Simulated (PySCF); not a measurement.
C4H2ClF, SMILES C(#C)/C=C(/Cl)F. Heavy atoms are numbered as in [CH:1]#[C:2]/[CH:3]=[C:4](\[F:5])[Cl:6]. Hydrogens are named by the atom that carries them.

Coordinates come from a B3LYP-D3(BJ)/def2-SVP optimisation. The structure was generated by enumeration; whether it is a known compound was not checked.

The numbers are results of PySCF with PBE/pcSseg-1, not measurements.

GIAO shieldings, no solvent; atoms alike by connectivity are averaged. δ = σ(ref) − σ: ¹³C against TMS (σ = 182.0 ppm); ¹⁹F against CFCl3 (σ = 133.6 ppm); ³⁵Cl against HCl (σ = 936.5 ppm); ¹H against TMS (σ = 31.49 ppm), references at their B3LYP-D3(BJ)/def2-TZVP geometries, non-relativistic (without spin–orbit terms, shifts of atoms bonded to Cl or Br come out too high).

| nucleus | atoms | count | δ (ppm) |
|---|---|---|---|
| ¹³C | C4 | 1 | 174.0 |
| ¹³C | C1 (CH) | 1 | 94.4 |
| ¹³C | C3 (CH) | 1 | 93.2 |
| ¹³C | C2 | 1 | 80.4 |
| ¹⁹F | F5 | 1 | -66.5 |
| ³⁵Cl | Cl6 | 1 | 315.8 |
| ¹H | H on C3 | 1 | 5.19 |
| ¹H | H on C1 | 1 | 3.56 |
